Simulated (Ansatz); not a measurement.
```xyz
2

Cu    0.0320   -0.0343   -1.0988
Cu   -0.0172    0.0427    1.1356
```

Basis set: 6-31G (spherical functions). Left uncorrelated: 10 orbitals. Charge 0, multiplicity 1.

Computed with Ansatz (development build ahead of 0.2.0); each method stands on the lowest determinant of its kind that the runs found. Restricted open shells among the atoms or ions are ROHF, correlated in semicanonical orbitals with singles.

Give the atomization energy at this shape (free ground-state atoms in the same class of orbitals less the molecule, no zero-point energy) of singlet Cu₂ by RHF-MP2, RHF.

```json
{"method": "RHF-MP2", "atomization energy": "48.45 kcal/mol"}
{"method": "RHF", "atomization energy": "-54.95 kcal/mol"}
```

Caution for RHF: the molecule lies well above its atoms at this level.

This basis has no polarisation functions and is too small for such energies, which can lie far from measured ones in either direction.
